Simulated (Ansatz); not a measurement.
One change: `OC(F)S[SiH3]` becomes `CNC(O)F`.

Ansatz, PBE0-D4/def2-TZVP geometries, multiplicity 1. Each molecule was computed in one conformer, which needn't be the lowest.

```json
{"property": "LUMO energy (ωB97M-V/def2-TZVPP) / eV", "`OC(F)S[SiH3]`": "1.65"}
{"property": "HOMO–LUMO gap (B3LYP/def2-TZVPP) / eV", "`OC(F)S[SiH3]`": "6.97"}
{"property": "HOMO–LUMO gap (PBE/def2-TZVPP) / eV", "`OC(F)S[SiH3]`": "5.26"}
{"property": "HOMO–LUMO gap (PBE0/def2-TZVPP) / eV", "`OC(F)S[SiH3]`": "7.43"}
{"property": "size of the dipole moment (PBE/def2-TZVPP) / D", "`OC(F)S[SiH3]`": "1.44"}
{"property": "LUMO energy (PBE/def2-TZVPP) / eV", "`OC(F)S[SiH3]`": "-1.08"}
```

(1) What does the change do to each property? (An estimate is asked.)

Answers

(1) Computed: 
```
                                      property  `CNC(O)F`  shift
         LUMO energy (ωB97M-V/def2-TZVPP) / eV       2.42   0.77
         HOMO–LUMO gap (B3LYP/def2-TZVPP) / eV       7.89   0.92
           HOMO–LUMO gap (PBE/def2-TZVPP) / eV       6.15   0.89
          HOMO–LUMO gap (PBE0/def2-TZVPP) / eV       8.50   1.07
size of the dipole moment (PBE/def2-TZVPP) / D       2.63   1.19
             LUMO energy (PBE/def2-TZVPP) / eV       0.17   1.25
```

With PBE0 the HOMO rises by 0.10 eV and the LUMO rises by 1.17 eV, so the gap widens by about 1.07 eV. PBE moves the HOMO by 0.36 eV and ωB97M-V by -0.09 eV. Dipoles are sizes alone; their direction can turn.

B3LYP here is the variant with VWN-RPA as its local correlation; programs differ in this.
